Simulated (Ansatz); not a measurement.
C$_{8}$H$_{8}$O, SMILES `CC(=O)c1ccccc1`, 17 atoms. Charge 0, multiplicity 1. Hardware: A = 2 threads of an AMD EPYC 7R13 on a shared host; B = 2 threads of an AMD EPYC 7R13 on a shared host and a share of an NVIDIA H100 80 GB. Correlated methods freeze the cores. Open-shell runs search over several starts.

Problem. Give the basis size and wall time and peak host memory of each of these runs in Ansatz. RHF-MP2/def2-QZVPP energy [B]; RKS ωB97X-V/def2-TZVPP energy [B]; RHF-CCSD(T)/def2-SVP energy [B]; RKS ωB97M-V/def2-SVP energy [A]; UKS PBE-D4/def2-TZVPP energy of the cation [B]; UHF-CCSD(T)/def2-TZVPP energy of the cation [B]; RKS PBE-D4/def2-TZVPP energy and forces [B]; UHF-MP2/def2-QZVPP energy of the cation [B]; UKS B3LYP-D4/def2-TZVPP energy of the cation [B]; UKS ωB97M-V/def2-TZVPP energy of the cation [B]; RKS PBE0-D4/def2-SVP energy [A]; RKS PBE0-D4/def2-QZVPP energy [B]. (Estimate.)

Solution. Ansatz gave: Other jobs shared the machine, so times are rough.

```
                  level                       job  functions  wall time  peak host memory (GiB)
   RKS PBE0-D4/def2-SVP                energy [A]        166      4.5 s                    0.95
 RKS PBE0-D4/def2-QZVPP                energy [B]        753      7.5 s                     1.3
  RKS PBE-D4/def2-TZVPP     energy and forces [B]        391       11 s                     0.9
     RHF-MP2/def2-QZVPP                energy [B]        753       12 s                     1.4
   RHF-CCSD(T)/def2-SVP                energy [B]        166       13 s                    0.95
 RKS ωB97X-V/def2-TZVPP                energy [B]        391       14 s                    0.99
   RKS ωB97M-V/def2-SVP                energy [A]        166       14 s                    0.95
  UKS PBE-D4/def2-TZVPP  energy of the cation [B]        391       24 s                    0.99
     UHF-MP2/def2-QZVPP  energy of the cation [B]        753       39 s                     1.5
UKS B3LYP-D4/def2-TZVPP  energy of the cation [B]        391       39 s                       1
 UKS ωB97M-V/def2-TZVPP  energy of the cation [B]        391       53 s                     1.2
 UHF-CCSD(T)/def2-TZVPP  energy of the cation [B]        391    4.4 min                       3
```

B3LYP here is the variant with VWN-RPA as its local correlation; programs differ in this.
